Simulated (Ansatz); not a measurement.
Reaction (formal exchange of groups at the Al–O bond): `C[O][AlH][NH2]` + `BF` → `[NH2][AlH][BH]F` + CH₃OH

Program: Ansatz. Geometries: PBE0-D4/def2-TZVP. ΔE: electronic, gas phase. CBS: MP2 limit from def2 TZ/QZ plus the TZ coupled-cluster correction, frozen cores. This one scheme is used for every species. DFT in def2-TZVPP. Each species was taken in one conformer, which may not be the lowest.

| species | r2SCANh-D4 energy (Eh) |
| --- | --- |
| `C[O][AlH][NH2]` | -414.14816 |
| `BF` | -125.90955 |
| `[NH2][AlH][BH]F` | -424.29019 |
| CH₃OH | -115.70021 |

Question: Work out ΔE.

Answer: ΔE = (-424.29019) + (-115.70021) − (-414.14816) − (-125.90955) = 0.06731 Eh = +1.83 eV. CCSD(T)/CBS gives +1.80 eV.

Largest T1 diagnostic among the species: 0.014.

From PBE to PBE0 (25 % exact exchange), in def2-TZVPP and without D4, ΔE moves by +0.07 eV. Leaving LDA and LC-ωPBE aside and taking each functional with its dispersion term where it has one, the values, not all of them listed here, spread over 0.30 eV, from PBE-D4 to BHLYP-D4. LDA lies +0.06 eV from PBE without D4.
